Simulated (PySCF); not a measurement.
Positional isomers: trisilane methoxy+trifluoromethyl. All species are isolated molecules in the gas phase. One relaxed conformer stands for each flexible species; it need not be the lowest. Strings in code marks are SMILES.

All values below come from B3LYP-D3(BJ)/def2-TZVP // B3LYP-D3(BJ)/def2-SVP (PySCF). All candidates: neutral, multiplicity 1. B3LYP has the VWN-RPA correlation part, as in Gaussian. Excitations are Tamm–Dancoff values on a coarser integration grid. The basis has no diffuse functions, so Rydberg states are missing or too high.

| Property | Value |
|---|---|
| T1 excitation (TDA) | 4.78 eV |
| LUMO | -1.21 eV |
| HOMO–LUMO gap | 6.31 eV |

Say which member has these values.
A. `CO[Si@@H]([SiH3])[SiH2]C(F)(F)F` (C–O–Si–Si torsion 63°, Si–Si–Si–C torsion -44°)
B. `CO[SiH2][SiH2][SiH2]C(F)(F)F`
C. `CO[SiH2][Si@@H]([SiH3])C(F)(F)F` (C–O–Si–Si torsion -177°, O–Si–Si–Si torsion 25°)
D. `CO[Si]([SiH3])([SiH3])C(F)(F)F` (C–O–Si–Si torsion 175°)

A, `CO[Si@@H]([SiH3])[SiH2]C(F)(F)F` (C–O–Si–Si torsion 63°, Si–Si–Si–C torsion -44°). The others give `CO[SiH2][Si@@H]([SiH3])C(F)(F)F` (C–O–Si–Si torsion -177°, O–Si–Si–Si torsion 25°): 5.26 eV, -1.08 eV, 6.87 eV; `CO[Si]([SiH3])([SiH3])C(F)(F)F` (C–O–Si–Si torsion 175°): 5.10 eV, -1.04 eV, 6.71 eV; `CO[SiH2][SiH2][SiH2]C(F)(F)F`: 5.35 eV, -0.83 eV, 6.80 eV
